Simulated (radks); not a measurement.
The numbers below are computed, except where a source is named.
Pt III, configuration [Xe] 4f14 5d8. Level of theory: Dirac Kohn-Sham, LDA (Slater exchange, Perdew-Wang correlation), spin-unpolarised, spherical densities, point nucleus; open shells fill j = l - 1/2 first (a radial shooting solver on a logarithmic mesh with Libxc functionals).

Unscreened Slater integrals over Kohn-Sham orbitals (hartree). Large and small components are both included.

| integral | value |
|---|---|
| F0(5d5/2,5d5/2) | 0.57154 |
| F2(5d5/2,5d5/2) | 0.29443 |
| F4(5d5/2,5d5/2) | 0.19403 |
| F0(5d5/2,5d3/2) | 0.58149 |
| F2(5d5/2,5d3/2) | 0.29944 |
| G2(5d5/2,5d3/2) | 0.29905 |
| G4(5d5/2,5d3/2) | 0.19721 |
| F0(5d5/2,5p3/2) | 0.65565 |
| F2(5d5/2,5p3/2) | 0.32146 |
| G1(5d5/2,5p3/2) | 0.38708 |
| G3(5d5/2,5p3/2) | 0.23863 |
| F0(5d5/2,5p1/2) | 0.67311 |
| G3(5d5/2,5p1/2) | 0.21720 |
| F0(5d3/2,5d3/2) | 0.59204 |
| F2(5d3/2,5d3/2) | 0.30530 |
| F0(5d3/2,5p3/2) | 0.67134 |
| F2(5d3/2,5p3/2) | 0.33440 |
| G1(5d3/2,5p3/2) | 0.40973 |
| G3(5d3/2,5p3/2) | 0.25267 |
| F0(5d3/2,5p1/2) | 0.69041 |
| G1(5d3/2,5p1/2) | 0.37758 |
| F0(5p3/2,5p3/2) | 0.79656 |
| F2(5p3/2,5p3/2) | 0.42825 |
| F0(5p3/2,5p1/2) | 0.83124 |
| G2(5p3/2,5p1/2) | 0.43545 |
| F0(5p1/2,5p1/2) | 0.87261 |
